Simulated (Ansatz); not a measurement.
Consider the silylene formation by 1,1-elimination: `F[SiH](F)[SiH2]Cl` → `F[Si]F` + `[SiH3]Cl`.

Calculated with Ansatz (gas phase, PBE0-D4/def2-TZVP geometries, no zero-point term in ΔE). CCSD(T)/CBS is the MP2 limit (def2-TZVPP, def2-QZVPP) plus CCSD(T) − MP2 in def2-TZVPP, frozen cores. This one scheme is used for every species. DFT in def2-TZVPP. One conformer a species, not always the lowest.

| species | r2SCAN0-D4 energy (Eh) |
| --- | --- |
| `F[SiH](F)[SiH2]Cl` | -1240.77960 |
| `F[Si]F` | -489.23145 |
| `[SiH3]Cl` | -751.49233 |

(1) Work out ΔE.

(2) What do rigid-rotor, harmonic-oscillator terms from PBE0-D4/def2-TZVP frequencies (298.15 K, 1 bar) make of the CCSD(T)/CBS value? (Best estimate.)

Largest T1 diagnostic among the species: 0.015.

Results:

(1) ΔE = (-489.23145) + (-751.49233) − (-1240.77960) = 0.05582 Eh = +146.6 kJ/mol. CCSD(T)/CBS gives +124.4 kJ/mol.

(2) Ansatz gave: ΔZPE = -8.1 kJ/mol, ΔH = +117.6 kJ/mol, ΔS = 141 J/(mol·K), ΔG = +75.6 kJ/mol. Modes under 50 cm⁻¹ make the entropy rough.

At CCSD(T), def2-SVP lies −20.0 kJ/mol from the extrapolated value and def2-TZVPP −6.1 kJ/mol. From PBE to PBE0 (25 % exact exchange), in def2-TZVPP and without D4, ΔE moves by +13.2 kJ/mol. The D4 term adds +14.4 kJ/mol with B3LYP and +7.9 kJ/mol with PBE0; it sums over pairs of atoms, weighted by their polarisabilities, and B3LYP, whose exchange is more repulsive, gets the larger term.

B3LYP here is the variant with VWN-RPA as its local correlation; programs differ in this.
